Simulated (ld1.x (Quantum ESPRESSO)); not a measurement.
Reading a pseudo-wave (O (Z = 8))

Columns: radius, all-electron u(r) and pseudo u(r) of the 2s shell (level -23.71 eV) of oxygen in the configuration [He] 2s2 2p4; LDA (PZ), non-relativistic, ultrasoft scheme, ld1.x (Quantum ESPRESSO) 7.5.

```json
{"r (bohr)": "0.090", "all-electron": "0.4177", "pseudo": "-0.1610"}
{"r (bohr)": "0.180", "all-electron": "0.3044", "pseudo": "-0.3168"}
{"r (bohr)": "0.270", "all-electron": "0.0255", "pseudo": "-0.4625"}
{"r (bohr)": "0.360", "all-electron": "-0.2675", "pseudo": "-0.5940"}
{"r (bohr)": "0.450", "all-electron": "-0.5167", "pseudo": "-0.7079"}
{"r (bohr)": "0.540", "all-electron": "-0.7054", "pseudo": "-0.8019"}
{"r (bohr)": "0.630", "all-electron": "-0.8348", "pseudo": "-0.8743"}
{"r (bohr)": "0.720", "all-electron": "-0.9131", "pseudo": "-0.9244"}
{"r (bohr)": "0.810", "all-electron": "-0.9503", "pseudo": "-0.9517"}
{"r (bohr)": "0.900", "all-electron": "-0.9564", "pseudo": "-0.9564"}
{"r (bohr)": "0.990", "all-electron": "-0.9395", "pseudo": "-0.9395"}
{"r (bohr)": "1.080", "all-electron": "-0.9068", "pseudo": "-0.9068"}
{"r (bohr)": "1.170", "all-electron": "-0.8634", "pseudo": "-0.8634"}
{"r (bohr)": "1.260", "all-electron": "-0.8136", "pseudo": "-0.8136"}
{"r (bohr)": "1.350", "all-electron": "-0.7603", "pseudo": "-0.7603"}
{"r (bohr)": "1.440", "all-electron": "-0.7058", "pseudo": "-0.7058"}
{"r (bohr)": "1.530", "all-electron": "-0.6517", "pseudo": "-0.6517"}
{"r (bohr)": "1.620", "all-electron": "-0.5990", "pseudo": "-0.5990"}
{"r (bohr)": "1.710", "all-electron": "-0.5485", "pseudo": "-0.5485"}
{"r (bohr)": "1.800", "all-electron": "-0.5007", "pseudo": "-0.5007"}
{"r (bohr)": "1.890", "all-electron": "-0.4559", "pseudo": "-0.4559"}
{"r (bohr)": "1.980", "all-electron": "-0.4140", "pseudo": "-0.4140"}
{"r (bohr)": "2.070", "all-electron": "-0.3753", "pseudo": "-0.3753"}
{"r (bohr)": "2.160", "all-electron": "-0.3396", "pseudo": "-0.3396"}
{"r (bohr)": "2.250", "all-electron": "-0.3069", "pseudo": "-0.3069"}
{"r (bohr)": "2.340", "all-electron": "-0.2769", "pseudo": "-0.2769"}
```

**Question.** How many radial nodes do the two functions have?

**Answer.** The all-electron 2s function has n − l − 1 = 1; the pseudo-wave has 0, since the states of the same l below it are removed with the core.

**Question.** At about which radius was the pseudo-wave matched?

**Answer.** 0.90 bohr, where the columns begin to agree (steps of 0.09 bohr).

**Question.** Where does each function peak?

**Answer.** Outermost all-electron maximum near 0.90 bohr, pseudo maximum near 0.90 bohr (to the table’s step).

**Question.** Is the pseudo-wave norm-conserving?

**Answer.** No, it belongs to an ultrasoft set: the norm inside the radius is not constrained, and the difference is carried by the augmentation charge.
